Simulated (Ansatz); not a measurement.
Breaking the Zn1–H2 bond in H2Zn (SMILES [ZnH2]) (multiplicity 1 held, fragments rigid). Energies count from the point at 1.544 Å.
Geometry at that point (charge 0, multiplicity 1):
```xyz
3

Zn     0.00000     0.00000     0.00000
H      0.00000     0.00000     1.54405
H      0.00000     0.00000    -1.54405
```

Signs of static correlation in def2-SVP, with CASSCF(2,2), from Ansatz (an electronic-structure program) runs.

```csv
R (Å),T1 of restricted CCSD,⟨S²⟩ of UHF,largest double amplitude of restricted CCSD,weight of the CASSCF reference in MRCISD,CASSCF natural occupations
1.235,0.012,0.000,0.053,0.948,1.98 0.02
1.390,0.012,0.000,0.052,0.949,1.98 0.02
1.544,0.012,0.000,0.050,0.950,1.98 0.02
1.698,0.013,0.000,0.048,0.950,1.97 0.03
1.853,0.013,0.000,?,0.951,1.96 0.04
2.084,0.015,0.000,0.104,0.951,1.94 0.06
2.316,0.018,0.111,0.156,0.952,1.90 0.10
2.702,0.029,0.644,0.264,0.952,1.81 0.19
3.088,0.045,0.866,0.403,0.951,1.66 0.34
3.551,0.071,0.966,0.605,0.951,1.44 0.56
4.169,0.100,1.003,?,0.950,1.21 0.79
4.941,0.116,1.011,1.036,0.950,1.07 0.93
```

Problem. What belongs in the gaps?

Solution. 
- 1.853, largest double amplitude of restricted CCSD: 0.065
- 4.169, largest double amplitude of restricted CCSD: 0.858

Doubts at one or more of the structures used: a restricted determinant that unrestricted orbitals would lower (R-CCSD(T)/def2-SVP); other coupled-cluster roots lie near (R-CCSD(T)/def2-SVP); T1 above 0.05 (R-CCSD(T)/def2-SVP, U-CCSD(T)/def2-SVP); a spin-contaminated determinant (U-CCSD(T)/def2-SVP).
